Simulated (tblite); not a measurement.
Input of a run (GFN2-xTB geometry optimisation, gas phase (tblite 0.8.0)), started from a force field or distance geometry:
```
{"job": {"kind": "relax", "xc": "GFN2-xTB", "basis": "xTB"}, "charge": 0, "multiplicity": 1}
N     -1.407500     2.354500     0.285600
C     -1.236300     1.284000    -0.105300
C     -0.970400    -0.086500    -0.570200
C     -0.735000    -0.969500     0.592500
O      0.541800    -0.717900     1.121300
C      1.535000    -0.001400     0.471400
F      2.639000     0.336300     1.180600
C      1.389500     0.336100    -0.806100
O      0.194700    -0.094500    -1.394800
H     -1.861900    -0.473700    -1.111700
H     -1.487600    -0.813200     1.396100
H     -0.738200    -2.046100     0.264400
H      2.132600     0.892400    -1.341400
```

Output (eV, eV/Å):
```
step      E/eV     max force
  0    -773.96906    2.426
  1    -774.11038    3.815
  2    -774.17680    3.708
  3    -774.33050    0.903
  4    -774.38674    0.705
  5    -774.41164    0.722
  6    -774.42566    0.327
  7    -774.43509    0.282
  8    -774.43989    0.306
  9    -774.44371    0.189
 10    -774.44771    0.165
 11    -774.45277    0.257
 12    -774.45867    0.334
 13    -774.46627    0.312
 14    -774.47665    0.328
 15    -774.48983    0.407
 16    -774.50308    0.348
 17    -774.51167    0.245
 18    -774.51627    0.213
 19    -774.52043    0.226
 20    -774.52404    0.202
 21    -774.52630    0.112
 22    -774.52771    0.091
 23    -774.52899    0.093
 24    -774.53030    0.088
 25    -774.53147    0.068
 26    -774.53208    0.055
 27    -774.53257    0.056
 28    -774.53304    0.060
 29    -774.53353    0.059
 30    -774.53393    0.050
 31    -774.53422    0.054
 32    -774.53445    0.045
 33    -774.53468    0.035
 34    -774.53491    0.040
 35    -774.53508    0.035
 36    -774.53519    0.037
 37    -774.53527    0.029
 38    -774.53535    0.027
 39    -774.53543    0.030
 40    -774.53551    0.030
 41    -774.53558    0.028
 42    -774.53567    0.028
 43    -774.53577    0.027
 44    -774.53586    0.030
 45    -774.53593    0.023
 46    -774.53599    0.018
 47    -774.53604    0.020
 48    -774.53607    0.017
 49    -774.53609    0.014
 50    -774.53611    0.010
```

Task: Summarise the run.

Result: The energy falls by 54.7 kJ/mol over 50 L-BFGS steps, the largest force on an atom goes from 2.43 to 0.010 eV/Å, and the atoms move by 0.222 Å rms after alignment. The bond that changes most is C3–C4 (both ends sp3 carbon bound to oxygen), which lengthens by 0.068 Å. Bonds longer at the end by more than 0.005 Å: 1 of 13; shorter: 9. Among the angles that change most is C4–O5–C6, from 124.6° to 111.6°. Among the dihedrals that turn most is C3–C4–O5–C6, from -14° to -44°. The energy never rose by more than 1e-5 eV on the way. The first step brought 25 % of the lowering.

Task: What are the final bond lengths?

Result: N1≡C2 1.141 Å, C2–C3 1.457 Å, C3–C4 1.546 Å, C4–O5 1.408 Å, O5–C6 1.358 Å, C6–F7 1.335 Å, C6=C8 1.329 Å, C8–O9 1.376 Å, C3–O9 1.414 Å, C3–H10 1.096 Å, C4–H11 1.091 Å, C4–H12 1.098 Å, C8–H13 1.074 Å. Numbering counts from 1 in the input's order; the species is `N#C[C@@H]1COC(F)=CO1`.

Its GFN2-xTB frequencies are all real (lowest 70 cm⁻¹). One conformer, not necessarily the lowest. 3 starts were optimised and ended at 0.00, 0.49 and 0.49 kcal/mol (GFN2-xTB); the lowest of these is shown.

These are computed values.
